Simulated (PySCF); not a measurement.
# Reading the logs of faulty runs: B2H6NSi

These are calculations, not measurements. The program is PySCF 2.14.0, an open-source quantum chemistry code, run on an isolated molecule that a program drew, which may never have been made. The molecule is B2H6NSi (charge 0, doublet), drawn as the SMILES string `[BH]N[SiH2]B`.

Each row is a Hartree-Fock (HF) and frozen-core CCSD(T) single point in the cc-pV(D+d)Z basis, meant for a local HF minimum. Run 1 is clean. Each other run has one planted mistake out of seven kinds, and not every kind appears here: one electron removed, one electron added, multiplicity raised by two, geometry at a saddle point, minimal basis STO-3G, one bond length entered in bohr, all coordinates scaled. The reference is restricted for singlets and unrestricted otherwise, and also for a bond in bohr. Adding or removing an electron swaps singlet and doublet. Electrons count all cores. HOMO and LUMO are orbital energies over both spins, the gradient is its largest component, and the lowest frequency (negative if imaginary) is given only where the gradient is small. Bond lengths are over the 9 bonds as drawn. T1 is the CCSD diagnostic: over 0.02 (restricted) or 0.045 (unrestricted) a single reference is doubtful.

Geometry of the clean run:
```xyz
10
B2H6NSi, angstrom
B    -2.1729    1.1944    1.6890
N    -1.1992    0.9310    0.7268
Si    0.4454    1.5596    0.6416
B     0.9641    2.1183   -1.2449
H    -2.0217    1.9318    2.6241
H    -1.4664    0.2928   -0.0021
H     0.5271    2.6795    1.6032
H     1.4215    0.5152    1.0576
H     1.9156    2.8271   -1.4271
H     0.3725    1.7325   -2.2162
```

```
run,electrons,basis functions,<S^2>,HOMO (eV),LUMO (eV),gradient (hartree/bohr),lowest frequency (cm^-1),mean bond (Å),longest bond (Å),T1,HF (hartree),CCSD(T) (hartree),mistake
1,37,95,0.755,-8.60,1.21,2.3e-05,52,1.4184,2.035,0.0145,-396.21504,-396.69442,no fault
2,37,95,1.586,-8.68,0.78,8.4e-03,-,1.5645,2.794,0.0441,-396.10308,-396.57251,one bond length entered in bohr
3,37,30,0.759,-6.40,6.10,3.0e-02,-,1.4184,2.035,0.0169,-391.53429,-391.73790,minimal basis STO-3G
4,37,95,0.756,-8.72,1.16,2.5e-02,-,1.4638,2.100,0.0153,-396.20649,-396.69057,?
5,38,95,0.000,0.90,4.83,6.7e-02,-,1.4184,2.035,0.0798,-396.12907,-396.64308,?
```

**Which mistake was planted in run 4, and what did it cost?**

The mean and the longest bond both change by the same factor, 1.032, and the gradient is no longer small. So the mistake is: all coordinates scaled. Subtracting run 1 and multiplying by 627.51 kcal/mol a hartree, the energy moved by 5.4 kcal/mol in HF and 2.4 kcal/mol in CCSD(T).

**Which mistake was planted in run 5, and what did it cost?**

It counts 38 electrons, one more than the clean run, at the same geometry and basis. So the mistake is: one electron added. Subtracting run 1 and multiplying by 627.51 kcal/mol a hartree, the energy moved by 53.9 kcal/mol in HF and 32.2 kcal/mol in CCSD(T).

Cautions from the logs. Run 5: T1 is over the limit, so its CCSD(T) energy is less reliable and the HOMO is above zero, so the electron isn't bound and the energy depends on the basis.
